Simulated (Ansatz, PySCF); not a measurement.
Energy difference R1 → 2 P1, each structure at its B3LYP-D3(BJ)/def2-TZVP stationary point, reached from a drawn start (curvature not checked).
P1: OH (SMILES [OH]), charge 0, multiplicity 2.
R1, H2O2 (SMILES OO) (charge 0, multiplicity 1, Z-matrix in Å and degrees):
```
O
H 1 0.9680
O 1 1.4503 2 100.53
H 3 0.9680 1 100.53 2 -115.87
```

P less R. No zero-point or thermal terms; singlets are restricted closed shells; open shells are unrestricted; no spin–orbit coupling.

Cores are frozen in the correlated methods.

Programs: Ansatz (an electronic-structure program); PySCF for the D3/D4 terms. No computed number here is a measurement.

```json
[
 {"level": "HF/cc-pVTZ", "reaction energy (kcal/mol)": "-1.38"},
 {"level": "revPBE/def2-TZVPP", "reaction energy (kcal/mol)": "56.22"},
 {"level": "PBE0/def2-TZVPP", "reaction energy (kcal/mol)": "52.32"},
 {"level": "B2PLYP-D3(BJ)/def2-TZVPP", "reaction energy (kcal/mol)": "52.26"},
 {"level": "MP2/cc-pVQZ", "reaction energy (kcal/mol)": "61.12"},
 {"level": "SCS-MP2/cc-pVTZ", "reaction energy (kcal/mol)": "55.69"},
 {"level": "CCSD/cc-pVDZ", "reaction energy (kcal/mol)": "43.55"},
 {"level": "CCSD/cc-pVTZ", "reaction energy (kcal/mol)": "46.99"},
 {"level": "CCSD(T)/cc-pVQZ", "reaction energy (kcal/mol)": "?"}
]
```

**Question.** Complete the blanks.

**Answer.** 
- CCSD(T)/cc-pVQZ, reaction energy (kcal/mol): 53.30
